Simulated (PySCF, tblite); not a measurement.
Species: C₄H₉ClOSi.
Structure used (GFN2-xTB), in Å, numbered top down from 1:
```
atom  x, y, z in Å
C1    -1.586   -0.756   -0.685
C2    -0.647    0.449   -0.751
C3     0.034    0.660    0.570
C4    -0.458    1.418    1.549
Cl5   -1.938    2.277    1.403
O6     1.191    0.014    0.814
Si7    2.257   -0.844   -0.066
H8    -2.365   -0.583    0.053
H9    -2.055   -0.922   -1.652
H10   -1.038   -1.653   -0.405
H11   -1.218    1.342   -1.006
H12    0.113    0.286   -1.517
H13    0.041    1.538    2.496
H14    3.173   -1.214    0.998
H15    1.621   -1.996   -0.710
H16    2.865   -0.007   -1.103
```

Level of theory: B3LYP/def2-SVPD in PySCF (dipole) on a GFN2-xTB geometry, gas phase.

Masses are those of the commonest isotopes; rigid-rotor values at the optimised geometry. The values belong to one conformer with, in the numbering `[CH3:1][CH2:2]/[C:3](=[CH:4]\[Cl:5])[O:6][SiH3:7]`, C1–C2–C3–C4 -90°, C2–C3–O6–Si7 11°.

Give the principal moments of inertia and the rotational constants in GHz.

Ia = 152.73, Ib = 552.97, Ic = 668.85 u·Å²; 505379 MHz·u·Å²/I gives 3309, 913.9 and 755.6 MHz, that is A = 3.3090, B = 0.9139, C = 0.7556 GHz.

Classify the top.

An asymmetric top: κ = (2 × 913.9 − 3309 − 755.6)/(3309 − 755.6) = -0.88.

What does the inertial defect say?

Not planar: Δ = Ic − Ia − Ib = -36.85 u·Å². For a rigid frame Δ = −2 Σ m c², so Σ m c² = 18.43 u·Å² lies off the ab plane: 9.02 from hydrogen and 9.41 from heavier atoms. The atom farthest from that plane is 1.51 Å away.

Give the other two planar moments, Paa and Pbb, and the rms extents of the mass along the axes.

Paa = Σ m a² = (Ib + Ic − Ia)/2 = 534.54 and Pbb = Σ m b² = (Ia + Ic − Ib)/2 = 134.30 u·Å². With the mass M = 136.01 u, the rms extents √(P/M) along a, b and c are 1.98, 0.99, 0.37 Å.

Predict some low-J microwave lines.

The dipole components are |μa| = 1.89 D, |μb| = 0.95 D, |μc| = 0.32 D. Intensities carry the squares of the components, which stand as 1.00 : 0.25 : 0.03 (a : b : c). Some lines, for components of 0.1 D or more:

```csv
type,branch,"J(Ka,Kc)",MHz,lower level (cm⁻¹)
a,Q,"2(1,1) ← 2(1,2)",475,0.242
c,Q,"3(1,3) ← 3(0,3)",2032,0.333
c,Q,"2(1,2) ← 2(0,2)",2244,0.167
b,Q,"1(1,0) ← 1(0,1)",2553,0.056
b,Q,"2(1,1) ← 2(0,2)",2719,0.167
b,R,"3(0,3) ← 2(1,2)",2734,0.242
a,R,"3(2,1) ← 2(2,0)",5039,0.497
b,R,"2(1,2) ← 1(0,1)",5576,0.056
b,Q,"2(2,0) ← 2(1,1)",7193,0.258
c,R,"2(2,1) ← 1(1,1)",10841,0.136
b,Q,"3(3,0) ← 3(2,1)",12338,0.666
c,R,"3(3,0) ← 2(2,0)",17377,0.497
c,R,"3(3,1) ← 2(2,1)",17384,0.497
```

Estimate the classical rotational partition function at 50 K, 100 K and 298.15 K.

Point group C1, symmetry number σ = 1; q = (√π/σ)·√((kT/h)³/(ABC)), k/h = 20836.6 MHz/K: 39400 at 50 K, 112000 at 100 K, 574000 at 298.15 K.

Its GFN2-xTB frequencies are all real (lowest 37 cm⁻¹). Constants of a rigid frame at the computed geometry: no zero-point averaging, no centrifugal distortion. A rigid rotor knows nothing of internal rotation, which can split or shift real lines. Quadrupole hyperfine structure (35Cl) is left out.

On Arm Neoverse V1, one thread, no GPU, shared host, this took 49 s wall and 1.0 GiB of memory at its peak. This is the B3LYP/def2-SVPD job that gave the dipole, with the excitations it also computed.
